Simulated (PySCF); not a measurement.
## The 13-electron isoelectronic series, spin-free X2C

Calculated with PySCF 2.14 from differences of total energies of unrestricted determinants, without spin-orbit coupling. Each ion has its own even-tempered basis scaled to its charge (19s12p5d4f for the first); frozen: 1s2. Ionisation energies in eV, correlation energies of the ion in mhartree.

```csv
ion,configuration,UHF,MP2 (outer shells),CCSD (outer shells),CCSD(T) (outer shells),LDA,PBE,PBE0,E_corr MP2,E_corr CCSD(T),"NIST (with spin-orbit, Breit and QED)"
Mn¹²⁺,[Ne] 3s2 3p1 (2P),341.38,341.92,341.97,341.98,342.61,342.68,342.61,-413.7,-438.9,343.6 ± 0.7 (s)
Fe¹³⁺,[Ne] 3s2 3p1 (2P),389.59,390.13,390.18,390.19,390.86,390.95,390.87,-417.3,-442.9,392.2 ± 0.7 (s)
Co¹⁴⁺,[Ne] 3s2 3p1 (2P),440.88,441.43,441.48,441.49,442.19,442.30,442.21,-421.0,-447.2,441.1 ± 1.4 (s)
Cu¹⁶⁺,[Ne] 3s2 3p1 (2P),552.69,553.23,553.26,553.26,554.07,554.22,554.11,-426.7,-453.5,552.8 ± 2.1 (s)
Zn¹⁷⁺,[Ne] 3s2 3p1 (2P),613.25,613.80,613.82,613.83,614.66,614.84,614.71,-430.3,-457.5,613.3 ± 2.4 (s)
Ga¹⁸⁺,[Ne] 3s2 3p1 (2P),676.88,677.41,677.42,677.43,678.31,678.52,678.38,-432.9,-460.3,677 ± 3 (s)
Ge¹⁹⁺,[Ne] 3s2 3p1 (2P),743.64,744.18,744.19,744.20,745.11,745.34,745.19,-436.1,-463.9,744 ± 3 (s)
As²⁰⁺,[Ne] 3s2 3p1 (2P),813.50,814.06,814.09,814.10,814.98,815.24,815.08,-440.4,-469.1,814 ± 4 (s)
Se²¹⁺,[Ne] 3s2 3p1 (2P),886.46,887.02,887.04,887.04,887.96,888.26,888.08,-442.9,-471.7,887 ± 4 (s)
```

Task: Interpolate the row of Ni¹⁵⁺.

Result: configuration [Ne] 3s2 3p1 (2P); UHF 495.25; MP2 (outer shells) 495.80; CCSD (outer shells) 495.84; CCSD(T) (outer shells) 495.85; LDA 496.60; PBE 496.72; PBE0 496.62; E_corr MP2 -424.2; E_corr CCSD(T) -450.7; NIST (with spin-orbit, Breit and QED) 495.4 ± 1.7 (s).

Each ion has its own basis, which adds noise of up to about 0.1 % along the series.

NIST values marked (s) are semi-empirical, (t) theoretical. Open shells are high-spin determinants of the terms that Hund's rules give.

Spin-orbit coupling of the open shells is absent from the calculated values and included in NIST's; it grows fast with Z.
